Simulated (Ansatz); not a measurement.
A nudged elastic band was laid between two geometries of H4O3SiSn (9 atoms, charge 0, multiplicity 1).

Method: RKS PBE0/def2-SVP in Ansatz 0.2.0.

- movable images: 5
- climbing image: yes
- spring: 5.0 eV/Å²
- optimiser: quadratic models (default)
- start path: IDPP
- force threshold: 0.05 eV/Å
- iteration limit: 60
- end points: relaxed

Image 0:

```xyz
9
Properties=species:S:1:pos:R:3
O -0.022 1.107 2.074
Si 0.945 0.638 0.833
O 1.063 -0.903 0.400
Sn 0.017 -0.136 -1.406
O -1.700 -1.147 -1.485
H -0.757 0.526 2.301
H 2.087 1.579 0.872
H 0.838 -0.944 -2.682
H -2.382 -0.764 -0.923
```

Image 6:

```xyz
9
Properties=species:S:1:pos:R:3
O -0.002 1.246 2.027
Si 0.996 0.706 0.845
O 1.054 -0.836 0.419
Sn -0.035 -0.046 -1.364
O -1.879 -0.740 -1.037
H -0.819 0.749 2.155
H 2.175 1.596 0.884
H 0.592 -1.071 -2.611
H -1.993 -1.651 -1.335
```

(1) What changes between the two ends?

(2) Give the energies along the band, and the barrier.

(3) What is the geometry of the highest image?

(4) What are the harmonic wavenumbers there?

## Answers

(1) No bond is made or broken. The dihedral H8–Sn4–O5–H9 goes from -171 to 21°.

(2) The forces met the threshold. The highest image is number 3 of 0 to 6, 0.067 eV above the first end and 0.103 eV above the last; the last end lies 0.036 eV below the first. A vibrational analysis at the climbing image gives one clearly imaginary mode, 217i cm⁻¹: a first-order saddle point.

```csv
image,path coordinate (Å),energy (eV),dihedral H8–Sn4–O5–H9 (°)
0,0.00,0.000,-171
1,0.37,0.012,173
2,0.74,0.043,148
3,1.11,0.067,113
4,1.47,0.038,78
5,1.82,-0.015,46
6,2.18,-0.036,21
```

(3) 
```xyz
9
Properties=species:S:1:pos:R:3
O 0.028 1.267 2.003
Si 0.945 0.609 0.810
O 0.815 -0.949 0.409
Sn -0.008 -0.063 -1.433
O -1.844 -0.846 -1.455
H -0.849 0.896 2.147
H 2.249 1.302 0.910
H 0.752 -0.888 -2.747
H -2.000 -1.374 -0.661
```

(4) 217i, 93, 124, 153, 257, 297, 324, 445, 473, 596, 618, 702, 775, 800, 855, 908, 1050, 1858, 2298, 3876, 3914 cm⁻¹.

Time of the run: 2.7 min on 2 threads of Arm Neoverse V1, on a shared host, peak memory 0.26 GiB.
